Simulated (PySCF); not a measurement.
C₅H₇F. Atoms are numbered in the order given.

```xyz
13

C      1.7440     0.8157     0.5438
C      0.4755     0.6170     0.2052
C     -0.8772     1.0201     0.7717
C     -1.4456    -0.2933     0.1622
C     -0.1923    -0.3654    -0.7331
F      0.4053    -1.5890    -0.8948
H      2.0199     1.5034     1.3495
H      2.5477     0.2789     0.0303
H     -0.9426     1.1442     1.8628
H     -1.2861     1.9216     0.2869
H     -1.4179    -1.1162     0.8915
H     -2.4276    -0.2618    -0.3311
H     -0.3674     0.0659    -1.7357
```

The structure is a stationary point at ωB97X-D3(BJ)/def2-SVP. The structure was generated by enumeration; whether it is a known compound was not checked.

Calculation: TDA-PBE/def2-SVPD (PySCF).

Vertical excitations. Isolated molecule, no solvent.

```tsv
state	energy (eV)	λ (nm)	f	main pairs
S1	6.28	198	0.052	HOMO−1→LUMO 66 %, HOMO→LUMO 21 %
S2	6.39	194	0.115	HOMO−1→LUMO 32 %, HOMO→LUMO 29 %, HOMO−2→LUMO 26 %
S3	6.58	188	0.003	HOMO→LUMO+1 88 %
S4	6.82	182	0.044	HOMO−2→LUMO 46 %, HOMO→LUMO+3 15 %, HOMO→LUMO 13 %, HOMO→LUMO+2 13 %
S5	7.08	175	0.037	HOMO→LUMO+2 80 %, HOMO→LUMO+3 15 %
S6	7.27	171	0.008	HOMO−3→LUMO 97 %
S7	7.39	168	0.052	HOMO→LUMO+3 49 %, HOMO→LUMO+4 34 %
S8	7.60	163	0.024	HOMO−1→LUMO+1 98 %
S9	7.66	162	0.045	HOMO→LUMO+4 52 %, HOMO−4→LUMO 22 %, HOMO→LUMO+3 9 %
S10	7.95	156	0.013	HOMO→LUMO+5 50 %, HOMO−4→LUMO 44 %
T1	4.23	293	0	HOMO→LUMO 96 %
T2	5.90	210	0	HOMO−1→LUMO 99 %
T3	6.38	194	0	HOMO−2→LUMO 92 %
T4	6.47	192	0	HOMO→LUMO+1 95 %
```
Triplets are in the Tamm–Dancoff approximation.
